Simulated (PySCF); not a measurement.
Ge(AsH2)(H)3 (AsGeH₅), SMILES [GeH3][AsH2]. The structure is a stationary point at r2SCAN-D4/def2-TZVP.

Computed with r2SCAN-D4/def2-TZVP in PySCF 2.14.0.

Harmonic wavenumbers (cm⁻¹): 138, 265, 422, 439, 652, 696, 803, 884, 887, 988, 2136, 2150, 2153, 2192, 2205. Rotational constants (GHz): 46.42, 2.154, 2.153; symmetry number 1.

**Question.** Work out the zero-point energy and the ideal-gas rigid-rotor harmonic-oscillator thermochemistry at 298.15 K and 1 atm.

**Answer.** ZPE = ½ Σ hcν = ½ × 17012 cm⁻¹ = 101.76 kJ/mol. H − E(el) = 117.37 kJ/mol. Entropy in J/(mol K): translation 171.45, rotation 103.83, vibration 31.17, total 306.45. G − E(el) = 26.00 kJ/mol. Cp = 76.47 J/(mol K). Modes under 150 cm⁻¹ make the vibrational entropy uncertain.
